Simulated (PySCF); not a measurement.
## How well do the runs reproduce experiment for CHBr3?

**The experiment to reproduce.**

NIST CCCBDB Release 22 (SRD 101), experimental dipoles lists, for the gas: dipole moment (dielectric constant against temperature) 0.99 D.

The runs below try to reproduce these values; the comparison stands at the end.

CHBr₃.
SMILES with atom numbers: `[Br:1][CH:2]([Br:3])[Br:4]` (hydrogens: H5 on C2)

Structure used (PBE0-D3(BJ)/def2-SVP), in Å, numbered top down from 1:
```xyz
5
CHBr3 angstrom
Br     0.1681    1.5694   -1.0436
C      0.0491    0.0245    0.0991
Br     1.1648   -1.4144   -0.5257
Br    -1.7738   -0.5401    0.3526
H      0.4300    0.3231    1.0796
```

The PySCF runs (gas phase, on this PBE0-D3(BJ)/def2-SVP geometry; no spin–orbit coupling):

```json
{"level": "PBE0-D3(BJ)/def2-SVP, grid level 1", "job": "geometry optimisation from a GFN2-xTB start shaken at random", "basis functions": "115", "wall time": "68 s"}
```

Hardware: Arm Neoverse N1, one thread, no GPU (shared host).

## Comparison

**Dipole moment.** Measured: 0.99 D (NIST CCCBDB Release 22 (SRD 101), experimental dipoles).

```
               level  computed (D)  computed − measured (D)  % (from the printed values)
PBE0-D3(BJ)/def2-SVP          0.92                    -0.07                           -7
```

The computed dipoles belong to one fixed geometry; measured ones are averaged over vibrations unless marked μe. Magnitudes are compared, not signs.

No measured geometry was used, and the causes of the misses weren't examined.
